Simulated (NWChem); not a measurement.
# C$_{3}$H$_{7}$O$_{2}$, doublet; SMILES OC(C)C[O]

```xyz
12

C      1.4085     0.6355     0.1245
C     -0.0216     0.4357    -0.3387
O     -0.8845     1.4634     0.0858
C     -0.6231    -0.8486     0.2254
O      0.0296    -1.9879    -0.0643
H      1.8595     1.5285    -0.3373
H      1.4419     0.7588     1.2189
H      2.0204    -0.2362    -0.1514
H     -0.0309     0.3416    -1.4450
H     -0.5447     2.3016    -0.2421
H     -0.6914    -0.7626     1.3390
H     -1.6959    -0.9321    -0.0679
```
Atoms are numbered in this order, from 1.

Program: NWChem. Spin-unrestricted. Coordinates come from a PBE0/def2-SVP, spin-unrestricted optimisation. No frequency run checked for a minimum. No stability test was run on the SCF state. Level: B3LYP/def2-SVP with SMD (1 M gas to 1 M solution), gas-phase geometry. Reactions with the solvent are ignored.

```csv
solvent,dielectric constant,solvation free energy (kcal/mol),cavity-dispersion-structure term (kcal/mol),dipole in solution (D)
water,78.4,-6.3,___,2.69
tetrahydrofuran,7.43,-6.0,-2.4,2.36
ethylene glycol,40.2,-4.9,4.1,2.68
diethyl ether,4.24,-6.1,-2.9,2.32
toluene,2.37,-4.9,-2.5,2.25
```

Some entries are withheld; supply them.


- water, cavity-dispersion-structure term (kcal/mol): 2.8
